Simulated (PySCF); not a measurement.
Spectrum to structure. Theory: TDDFT B3LYP/def2-SVPD, vertical, gas phase, core orbitals frozen in the response in PySCF. Geometries: GFN2-xTB, one conformer each.

| state | E (eV) | f | main configurations (H = HOMO, L = LUMO) |
| --- | --- | --- | --- |
| S1 | 4.66 | 0.0006 | H→L (99%) |
| S2 | 5.17 | 0.015 | H-1→L (99%) |
| S3 | 5.34 | 0.0005 | H-2→L (97%) |
| S4 | 5.64 | 0.103 | H→L+1 (86%), H-2→L+1 (9%) |
| S5 | 6.00 | 0.018 | H-2→L+1 (89%), H→L+1 (9%) |
| S6 | 6.02 | 0.0008 | H-1→L+1 (98%) |
| S7 | 6.42 | 0.0060 | H→L+2 (97%) |
| S8 | 6.58 | 0.0041 | H-3→L (90%) |

Problem. Which structure fits?
A. `C=C[C@@H]1C=C[SiH2][SiH2]1`
B. `C#C[SiH2][C@H]([SiH3])C=C`
C. `C[C@H]1[SiH2][Si@@H](Cl)[SiH2]1`

Solution. C. Its S1, at 4.66 eV, is the lowest among the candidates; the nearest of the others has S1 at 5.33 eV. S1 is HOMO→LUMO (99%). Löwdin shares by element: HOMO silicon 63%, chlorine 17% (atoms not listed hold the other 20%); LUMO silicon 62%, chlorine 11% (atoms not listed hold the other 26%). At the same level the other candidates give, for their lowest levels:
- `C#C[SiH2][C@H]([SiH3])C=C`: 5.72 eV (f 0.027); 5.83 eV (f 0.026); 6.14 eV (f 0.005); 6.27 eV (f 0.233); 6.32 eV (f 0.003); T1 4.23 eV; HOMO -6.90, LUMO -0.46 eV
- `C=C[C@@H]1C=C[SiH2][SiH2]1`: 5.33 eV (f 0.004); 5.77 eV (f 0.080); 6.05 eV (f 0.024); 6.19 eV (f 0.011); 6.29 eV (f 0.011); T1 4.33 eV; HOMO -6.81, LUMO -0.53 eV
Triplets come from the Tamm–Dancoff approximation.
